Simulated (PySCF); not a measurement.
B(OH)(OMe)(NH2), SMILES COB(N)O (CH₆BNO₂) at its PBE0/def2-SVP optimised geometry (Å):

```
11

B     -0.5452    -0.6202     0.0000
O     -1.2919    -1.7693     0.0000
H     -0.7603    -2.5675     0.0004
O     -1.2709     0.5410     0.0000
C     -0.6587     1.7903    -0.0009
H     -0.0287     1.9502    -0.8970
H     -1.4377     2.5675    -0.0003
H     -0.0269     1.9507     0.8938
N      0.8759    -0.6202     0.0000
H      1.4273     0.2252    -0.0001
H      1.4377    -1.4587    -0.0001
```

Computed with PBE0/def2-TZVP in PySCF 2.14.0. Cells within 0.4 Å of a nucleus heavier than hydrogen are left out (blank, or x).

Map of the electron localisation function on the plane z = 0.0 Å:

```
|0000000000000000000000000000000|
|0000000000000000000000000000000|
|0000000000000000000000000000000|
|0000000002441000000000000000000|
|0000000069996100000000000000000|
|0000000599998300000000000000000|
|0000001899999510000000000000000|
|0000001899999622100000000000000|
|0000000389999544310000000000000|
|0000000016893xx6520000000000000|
|000000000025xxx6520000000000000|
|0000000012367345300000000000000|
|0000000357878741000366400000000|
|00000025788xx730017998720000000|
|00000025788xx840159999720000000|
|0000000257778833568998510000000|
|0000000001244xx78xx874100000000|
|0000000000010xx78xx553100000000|
|0000000013567x0685x986200000000|
|0000000267778832469999610000000|
|0000001478xxx740149999730000000|
|00000025788xx750017998720000000|
|0000001467779983002787500000000|
|0000000234579995000243000000000|
|0000000011258986000000000000000|
|0000000000026775000000000000000|
|0000000000002452000000000000000|
|0000000000000000000000000000000|
|0000000000000000000000000000000|
|0000000000000000000000000000000|
|0000000000000000000000000000000|
```
Scale: ten equal steps from 0.000 (start of '0') to 1.000 (end of '9'), in the order '0123456789'; x runs from -5.00 to 5.00, y from -5.00 (bottom) to 5.00 (top).
